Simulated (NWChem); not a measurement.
All runs are NWChem calculations. System: H₆GaN₃, charge 0, spin multiplicity 1, at a geometry optimised with PBE0/def2-SVP. The structure started from a generated list of species. Level: LDA (SVWN5)/def2-TZVP.

Job file:

```
start mol
memory heap 200 mb stack 800 mb global 1000 mb
geometry units angstroms nocenter noautoz noautosym
  Ga     0.001900    -0.002874    -0.003060
  N     -1.362453    -1.206349     0.089341
  H     -1.214697    -2.146651     0.434435
  H     -2.119037    -1.191993    -0.583419
  N     -0.175896     1.496900    -1.024888
  H      0.423857     2.298477    -0.871494
  H     -1.089661     1.800174    -1.339253
  N      1.514644    -0.259353     0.978878
  H      2.352393     0.280125     0.798950
  H      1.754175    -1.169428     1.352325
end
basis spherical
  * library def2-tzvp
end
dft
  xc slater vwn_5
  semidirect memsize 60000000 filesize 0
  iterations 100
end
task dft energy
```

Part of the output:

```
             Northwest Computational Chemistry Package (NWChem) 7.3.0
             --------------------------------------------------------

                                NWChem Input Module
                                -------------------

 Scaling coordinates for geometry "geometry" by  1.889725989
 (inverse scale =  0.529177249)

                             Geometry "geometry" -> ""
                             -------------------------

 Output coordinates in angstroms (scale by  1.889725989 to convert to a.u.)

  No.       Tag          Charge          X              Y              Z
 ---- ---------------- ---------- -------------- -------------- --------------
    1 Ga                  31.0000     0.00190000    -0.00287400    -0.00306000
    2 N                    7.0000    -1.36245300    -1.20634900     0.08934100
    3 H                    1.0000    -1.21469700    -2.14665100     0.43443500
    4 H                    1.0000    -2.11903700    -1.19199300    -0.58341900
    5 N                    7.0000    -0.17589600     1.49690000    -1.02488800
    6 H                    1.0000     0.42385700     2.29847700    -0.87149400
    7 H                    1.0000    -1.08966100     1.80017400    -1.33925300
    8 N                    7.0000     1.51464400    -0.25935300     0.97887800
    9 H                    1.0000     2.35239300     0.28012500     0.79895000
   10 H                    1.0000     1.75417500    -1.16942800     1.35232500

 Effective nuclear repulsion energy (a.u.)     289.6343034220

            Nuclear Dipole moment (a.u.)
            ----------------------------
        X                 Y               Z
 ---------------- ---------------- ----------------
    -0.0000094486    -0.0000075589     0.0000018897


 Summary of "ao basis" -> "" (spherical)
 ------------------------------------------------------------------------------
       Tag                 Description            Shells   Functions and Types
 ---------------- ------------------------------  ------  ---------------------
 *                         def2-tzvp                  on all atoms
[...]
    57      0.134625   2 N  px              141      0.132136   8 N  py

 Vector   30  Occ=0.000000D+00  E=-2.985319D-02
              MO Center=  4.2D-02, -6.1D-02, -6.9D-02, r^2= 7.2D+00
   Bfn.  Coefficient  Atom+Function         Bfn.  Coefficient  Atom+Function
  ----- ------------  ---------------      ----- ------------  ---------------
     6      0.964496   1 Ga s                53     -0.820754   2 N  s
   139     -0.820871   8 N  s                96     -0.816123   5 N  s
    82      0.405306   3 H  s               125      0.404218   6 H  s
   131      0.404211   7 H  s               174      0.405370  10 H  s
    88      0.401632   4 H  s               168      0.401658   9 H  s

 Vector   31  Occ=0.000000D+00  E= 1.120970D-02
              MO Center=  2.5D-03,  4.0D-03, -1.2D-02, r^2= 4.2D+00
   Bfn.  Coefficient  Atom+Function         Bfn.  Coefficient  Atom+Function
  ----- ------------  ---------------      ----- ------------  ---------------
    21      0.580696   1 Ga pz               20      0.537767   1 Ga py
    19     -0.356553   1 Ga px               18      0.343961   1 Ga pz
   148     -0.221290   8 N  pz               17      0.218940   1 Ga py
   105     -0.209292   5 N  pz               62     -0.181518   2 N  pz
    16     -0.178411   1 Ga px               60      0.150412   2 N  px

 Vector   32  Occ=0.000000D+00  E= 2.530913D-02
              MO Center= -8.6D-02,  4.2D-01, -2.0D-01, r^2= 9.5D+00
   Bfn.  Coefficient  Atom+Function         Bfn.  Coefficient  Atom+Function
  ----- ------------  ---------------      ----- ------------  ---------------
    96      1.554938   5 N  s                53     -0.791392   2 N  s
   139     -0.765313   8 N  s               125     -0.723966   6 H  s
   131     -0.721750   7 H  s                20     -0.641698   1 Ga py
    82      0.493669   3 H  s               174      0.482703  10 H  s
    21      0.456510   1 Ga pz               88      0.271247   4 H  s

------------------------------------------------------------
EAF file 0: "./mol.aoints.0" size=524288 bytes
------------------------------------------------------------
               write      read    awrite     aread      wait
               -----      ----    ------     -----      ----
     calls:        1         9         0         0         0
   data(b): 5.24e+05  4.72e+06  0.00e+00  0.00e+00
   time(s): 0.00e+00  0.00e+00  0.00e+00  0.00e+00  0.00e+00
rate(mb/s): 0.00e+00  0.00e+00
------------------------------------------------------------

 center of mass
 --------------
 x =  -0.00150420 y =   0.00175219 z =   0.00300089

 moments of inertia (a.u.)
 ------------------
         366.579523463085         -59.288495812269         -98.842908924653
         -59.288495812269         387.288939204122         116.425549934417
         -98.842908924653         116.425549934417         512.240311574528

     Multipole analysis of the density
     ---------------------------------

     L   x y z        total         alpha         beta         nuclear
     -   - - -        -----         -----         ----         -------
     0   0 0 0     -0.000000    -29.000000    -29.000000     58.000000

     1   1 0 0      0.087706      0.043858      0.043858     -0.000009
     1   0 1 0     -0.114161     -0.057077     -0.057077     -0.000008
     1   0 0 1     -0.161852     -0.080927     -0.080927      0.000002

     2   2 0 0    -23.047463    -92.253649    -92.253649    161.459835
     2   1 1 0      0.283236    -17.116873    -17.116873     34.516982
     2   1 0 1      2.597527    -28.766775    -28.766775     60.131076
     2   0 2 0    -21.677635    -86.441158    -86.441158    151.204681
     2   0 1 1     -1.420096     33.713509     33.713509    -68.847113
     2   0 0 2    -29.041010    -49.634176    -49.634176     70.227343

 Task  times  cpu:       50.6s     wall:       50.6s

 Total times  cpu:       50.6s     wall:       50.6s
```
